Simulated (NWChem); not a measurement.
System: CH4BrInO; SMILES [CH3][In]([OH])[Br]

NWChem printed, in part:

```
             Northwest Computational Chemistry Package (NWChem) 7.3.0
             --------------------------------------------------------

 C1  symmetry detected

                             Geometry "geometry" -> ""
                             -------------------------

 Output coordinates in angstroms (scale by  1.889725989 to convert to a.u.)

  No.       Tag          Charge          X              Y              Z
 ---- ---------------- ---------- -------------- -------------- --------------
    1 In                  49.0000    -0.01427092    -0.69030355     0.00020737
    2 Br                  35.0000     0.05305801     1.81297632    -0.00002889
    3 C                    6.0000     1.72855126    -1.92560033    -0.00030014
    4 H                    1.0000     2.30745409    -1.72849271    -0.91286311
    5 H                    1.0000     1.42782404    -2.98079948     0.03319166
    6 H                    1.0000     2.34380874    -1.68066955     0.87602613
    7 O                    8.0000    -1.88407494    -1.37744762    -0.00030062
    8 H                    1.0000    -2.53555016    -0.66615271    -0.00129872

 Effective nuclear repulsion energy (a.u.)     687.8223693351

                                 NWChem DFT Module
                                 -----------------

 Summary of "ao basis" -> "ao basis" (spherical)
 ------------------------------------------------------------------------------
       Tag                 Description            Shells   Functions and Types
 ---------------- ------------------------------  ------  ---------------------
 In                         def2-svp                10       26   4s4p2d
 Br                         def2-svp                12       32   5s4p3d
 C                          def2-svp                 6       14   3s2p1d
 H                          def2-svp                 3        5   2s1p
 O                          def2-svp                 6       14   3s2p1d

            General Information
            -------------------
          SCF calculation type: DFT
          Wavefunction type:  closed shell.
          No. of atoms     :     8
          No. of electrons :    74
           Alpha electrons :    37
            Beta electrons :    37
          Charge           :     0
          Spin multiplicity:     1
          Use of symmetry is: off; symmetry adaption is: off
          Maximum number of iterations: 150
          AO basis - number of functions:   106
                     number of shells:    46
          Convergence on energy requested:  1.00D-06
          Convergence on density requested:  1.00D-05
          Convergence on gradient requested:  5.00D-04

              XC Information
              --------------
                      r^2SCAN Method XC Functional
               r^2SCAN metaGGA Exchange Functional  1.000
                     r^2SCAN Correlation Potential  1.000

             Grid Information
             ----------------
          Grid used for XC integration:  coarse
          Radial quadrature: Mura-Knowles
          Angular quadrature: Lebedev.
          Tag              B.-S. Rad. Rad. Pts. Rad. Cut. Ang. Pts.
          ---              ---------- --------- --------- ---------
          In                  1.55      104           8.0       302
          Br                  1.15       95          12.0       302
          C                   0.70       35          11.0       302
          H                   0.35       35          12.0       302
          O                   0.60       35          11.0       302
          Grid pruning is: on
          Number of quadrature shells:   409
          Spatial weights used:  Erf1

      Superposition of Atomic Density Guess
      -------------------------------------

 Sum of atomic energies:       -2904.44919085

      Non-variational initial energy
      ------------------------------

 Total energy =   -2876.517913
 1-e energy   =   -4784.434373
 2-e energy   =    1550.619819
 HOMO         =      -0.357110
 LUMO         =      -0.051012

     ---------------------------------------------
      Total Density - Mulliken Population Analysis
     ---------------------------------------------

    Atom       Charge   Shell Charges
 -----------   ------   -------------------------------------------------------
    1 In  21    19.66   2.59 -0.60  0.68  0.27  3.23  2.76  0.49  0.13  9.70  0.39
    2 Br  35    35.55   2.00  2.00  2.00  1.37  0.59  6.00  5.99  2.41  3.19  8.23  1.73  0.05
    3 C    6     6.54   1.99  0.95  0.29  2.02  1.27  0.01
    4 H    1     0.87   0.65  0.18  0.03
    5 H    1     0.87   0.66  0.19  0.03
    6 H    1     0.87   0.65  0.18  0.03
    7 O    8     9.00   1.99  1.12  0.69  3.12  2.08  0.00
    8 H    1     0.66   0.53  0.07  0.06

   convergence    iter        energy       DeltaE   RMS-Dens  Diis-err
 ---------------- ----- ----------------- --------- --------- ---------
 d= 0,ls=0.0,diis     1  -2879.5829318196 -3.24D+03  2.57D-02  8.64D-01
 d= 0,ls=0.0,diis     2  -2878.4576451716  1.13D+00  2.07D-02  9.72D+00
 d= 0,ls=0.0,diis     3  -2879.6684145170 -1.21D+00  5.41D-03  1.51D-01
 d= 0,ls=0.0,diis     4  -2879.6813572309 -1.29D-02  2.23D-03  6.44D-02
 d= 0,ls=0.0,diis     5  -2879.6894364676 -8.08D-03  3.47D-04  1.41D-03
  Resetting Diis
 d= 0,ls=0.0,diis     6  -2879.6896139706 -1.78D-04  1.06D-04  9.95D-05
 d= 0,ls=0.0,diis     7  -2879.6896256208 -1.17D-05  1.03D-04  2.20D-05
 d= 0,ls=0.0,diis     8  -2879.6896177467  7.87D-06  6.66D-05  7.33D-05
 d= 0,ls=0.0,diis     9  -2879.6896289362 -1.12D-05  7.51D-06  9.44D-07
 d= 0,ls=0.0,diis    10  -2879.6896290151 -7.89D-08  2.30D-06  1.64D-07

         Total DFT energy =    -2879.689629015112
      One electron energy =    -4788.154824471738
           Coulomb energy =     1674.788345063641
    Exchange-Corr. energy =     -123.619790979920
 Nuclear repulsion energy =      357.296641372906

 Numeric. integr. density =       73.999947937606

                       DFT Final Molecular Orbital Analysis
                       ------------------------------------

 Vector   35  Occ=2.000000D+00  E=-2.692329D-01
              MO Center= -6.3D-01,  4.7D-01, -1.2D-04, r^2= 4.4D+00
   Bfn.  Coefficient  Atom+Function         Bfn.  Coefficient  Atom+Function
  ----- ------------  ---------------      ----- ------------  ---------------
    43      0.438330  2 Br pz                40      0.393389  2 Br pz
    93      0.363540  7 O  pz                96      0.274070  7 O  pz
    37     -0.262428  2 Br pz                13      0.158209  1 In pz
    16      0.105215  1 In pz                34      0.085372  2 Br pz
    20     -0.060072  1 In d  1              10     -0.048164  1 In pz

 Vector   36  Occ=2.000000D+00  E=-2.544239D-01
              MO Center= -1.1D+00, -1.0D-01, -1.8D-04, r^2= 4.2D+00
   Bfn.  Coefficient  Atom+Function         Bfn.  Coefficient  Atom+Function
  ----- ------------  ---------------      ----- ------------  ---------------
    93      0.482308  7 O  pz                43     -0.397702  2 Br pz
    96      0.371551  7 O  pz                40     -0.335359  2 Br pz
    37      0.224931  2 Br pz                20     -0.079559  1 In d  1
    34     -0.073168  2 Br pz                18      0.069587  1 In d -1
    13      0.046260  1 In pz                25      0.040088  1 In d  1

 Vector   37  Occ=2.000000D+00  E=-2.527901D-01
              MO Center= -1.5D-01,  1.1D+00, -8.1D-05, r^2= 3.8D+00
   Bfn.  Coefficient  Atom+Function         Bfn.  Coefficient  Atom+Function
  ----- ------------  ---------------      ----- ------------  ---------------
    41      0.540360  2 Br px                38      0.475714  2 Br px
    35     -0.316532  2 Br px                92      0.185566  7 O  py
    91      0.162096  7 O  px                95      0.142320  7 O  py
    94      0.109686  7 O  px                17     -0.107177  1 In d -2
    32      0.102926  2 Br px                62      0.101906  3 C  px

 Vector   38  Occ=0.000000D+00  E=-6.930645D-02
              MO Center=  6.1D-02, -4.9D-01,  2.8D-03, r^2= 4.8D+00
   Bfn.  Coefficient  Atom+Function         Bfn.  Coefficient  Atom+Function
  ----- ------------  ---------------      ----- ------------  ---------------
     4      0.775301  1 In s                  3      0.562551  1 In s
    61     -0.474742  3 C  s                 42      0.407978  2 Br py
     1     -0.328006  1 In s                 65      0.245437  3 C  px
    39      0.239985  2 Br py                90     -0.237721  7 O  s
    62      0.225009  3 C  px                30     -0.198817  2 Br s

[...]

                         DFT ENERGY GRADIENTS

    atom               coordinates                        gradient
                 x          y          z           x          y          z
   1 In     -0.026968  -1.304485   0.000392   -0.001063  -0.000931  -0.000002
   2 Br      0.100265   3.426028  -0.000055   -0.000000  -0.001196   0.000001
   3 C       3.266488  -3.638857  -0.000567   -0.001465   0.001103   0.000007
   4 H       4.360456  -3.266378  -1.725061   -0.000062  -0.000123   0.000203
   5 H       2.698196  -5.632894   0.062723    0.000160   0.000225  -0.000013
   6 H       4.429156  -3.176005   1.655449   -0.000073  -0.000134  -0.000196
   7 O      -3.560385  -2.602999  -0.000568    0.000560   0.003697  -0.000003
   8 H      -4.791495  -1.258846  -0.002454    0.001943  -0.002639   0.000003
```

Level: r2SCAN/def2-SVP with def2 effective core potentials on In. Geometry: optimised at PBE0/def2-SVP. Not confirmed as a minimum by frequencies. def2 effective core potentials on In; no spin-orbit coupling.

Question: Reconstruct the input file.

Answer: One answer among several that fit: the input that was run:
```
start job
memory heap 200 mb stack 900 mb global 1100 mb
geometry units angstroms noautoz
  In    -0.072377    -0.788171     0.000362
  Br     0.228930     1.697821    -0.000754
  C      1.547189    -2.181151     0.000834
  H      2.142246    -2.039439    -0.911622
  H      1.149020    -3.203562     0.034613
  H      2.182430    -1.994536     0.877261
  O     -1.998282    -1.297311    -0.000473
  H     -2.580330    -0.528169    -0.001927
end
basis spherical
  * library def2-svp
end
ecp
  In library def2-ecp
end
dft
  xc r2scan
  grid coarse
  iterations 150
  mulliken
end
task dft gradient
```
